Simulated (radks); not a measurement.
The numbers below are computed, except where a source is named.
Neutral xenon, [Xe]. Code: a radial shooting solver on a logarithmic mesh with Libxc functionals. Model: non-relativistic Kohn-Sham, r2SCAN, spin-polarised, spherical densities, point nucleus; meta-GGA in the generalised Kohn-Sham scheme. Every spin shell is full or empty, so the densities are truly spherical. Functionals are evaluated on that one density, not self-consistently. Rank these exchange functionals by their error against the exact value of the orbitals, and give that value: LDA, B88, PBE, revPBE, B86b, EV93, TPSS, revTPSS, SCAN, MS2, MVS.

Answer. Exact: -179.064 hartree. From best to worst, with 100 (|E| - |E exact|)/|E exact| (equal figures are ties): B88 -0.01, B86b -0.04, MVS +0.06, SCAN +0.14, revPBE -0.33, TPSS -0.34, EV93 -0.39, PBE -0.46, MS2 -0.63, revTPSS -0.95, LDA -4.74.
